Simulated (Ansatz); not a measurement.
`CB[Se]C` → `B[Se]C` + `[CH2]` (triplet) at 600 K and 1 bar (formal loss of a carbene).

Calculated with Ansatz (gas phase, PBE0-D4/def2-TZVP geometries, no zero-point term in ΔE). CCSD(T)/CBS adds triple-zeta CCSD(T) − MP2 to the extrapolated MP2 energy (def2 sets, frozen cores). This one scheme is used for every species. Triplets are unrestricted, without spin–orbit coupling. For Se outer-core shells are correlated without core-valence functions, which leaves a few kJ/mol of doubt a bond. Scalar relativity is left out up to krypton. One conformer a species, not always the lowest.

```json
{"species": "`CB[Se]C`", "CCSD(T)/CBS energy (Eh)": "-2505.84508", "H − E (kJ/mol)": "287.0", "S (J/(mol·K))": "428.2"}
{"species": "`B[Se]C`", "CCSD(T)/CBS energy (Eh)": "-2466.56684", "H − E (kJ/mol)": "197.8", "S (J/(mol·K))": "365.8"}
{"species": "`[CH2]` (triplet)", "CCSD(T)/CBS energy (Eh)": "-39.09499", "H − E (kJ/mol)": "66.5", "S (J/(mol·K))": "220.8"}
```

H − E and S are ideal-gas, rigid-rotor, harmonic terms from PBE0-D4/def2-TZVP, for one conformer and one mirror image of each species, with the whole ground term of open shells counted as degenerate. 1 Eh = 2625.50 kJ/mol, R = 8.31446 J/(mol·K).

Task: By hand: ΔE, ΔH, ΔS and ΔG.

Result: ΔE = (-2466.56684) + (-39.09499) − (-2505.84508) = 0.18325 Eh = 481.1 kJ/mol. Δ(H − E) = 197.8 + 66.5 − 287.0 = -22.7, so ΔH = 458.4 kJ/mol. ΔS = 365.8 + 220.8 − 428.2 = 158.4 J/(mol·K). ΔG = 458.4 − 600 × (158.4)/1000 = 363.4 kJ/mol.

Task: By hand: the equilibrium constant, and the temperature at which ΔG would vanish if ΔH and ΔS stayed fixed.

Result: log₁₀ K = −ΔG/(RT ln 10) = -31.6. ΔG = 0 at ΔH/ΔS = 2894 K, far beyond where these terms or the molecules hold.

The number of gas molecules changes by +1, which sets the sign of ΔS. A doubt of 5 kJ/mol in ΔE shifts log₁₀ K by 0.4 here. Other conformers and mirror images would add mixing entropy, several J/(mol·K) or more a flexible species. A triplet takes part, so the spin changes. These are equilibria of isolated gas molecules and say nothing of rates. Largest T1 diagnostic: 0.013 (customary marks: 0.02 for closed shells, 0.045 for open ones).
